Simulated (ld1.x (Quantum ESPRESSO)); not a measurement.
# Transferability test, TM potential for lead

Pb (Z = 82), norm-conserving Troullier–Martins (Kleinman–Bylander form), made with ld1.x (Quantum ESPRESSO) 7.5 (LDA (PZ), scalar-relativistic). Core [Xe] 4f14, reference 5d10 6s2 6p1 (charge +1). Waves: 6p (bound): rc 2.64 bohr; 5d (bound): rc 2.15 bohr; 6s (bound): rc 1.65 bohr. Local part: the s channel. Core correction: Bessel-smoothed model core inside 0.85 bohr.

Energies are relative to the spin-unpolarised reference configuration 5d10 6s2 6p1; without spin polarisation the order of configurations can differ from experiment. Spin-polarised rows fill each open shell by Hund’s rule, majority spin first.

Task: Give the all-electron excitation energy and the error of the potential for: 5d10 6s2 6p2; 5d10 6s2 6p0; 5d10 6s1 6p0; 5d9 6s2 6p2; 5d10 6s1 6p2; 5d10 6s0 6p4; 5d10 6s2 6p1.5; 5d10 6s2 6p1 (spin-polarised); 5d10 6s2 6p2 (spin-polarised).

Result:

```
        valence configuration  charge  ΔE all-electron (eV)  error AE − PS (meV)
                 5d10 6s2 6p2       0                -6.833                 +3.1
                 5d10 6s2 6p0      +2                13.762                 -9.0
                 5d10 6s1 6p0      +3                46.640                  -25
                  5d9 6s2 6p2      +1                20.467                 -138
                 5d10 6s1 6p2      +1                 9.598                 -5.5
                 5d10 6s0 6p4       0                11.202                  -25
               5d10 6s2 6p1.5    +0.5                -4.223                 +2.0
5d10 6s2 6p1 (spin-polarised)      +1                -0.145                 +0.8
5d10 6s2 6p2 (spin-polarised)       0                -7.285                 +6.0
```

Levels in the configuration 5d10 6s2 6p2:

```json
{"level": "5d", "all-electron (eV)": "-21.287", "pseudo (eV)": "-21.330"}
{"level": "6s", "all-electron (eV)": "-12.324", "pseudo (eV)": "-12.329"}
{"level": "6p", "all-electron (eV)": "-3.710", "pseudo (eV)": "-3.711"}
```
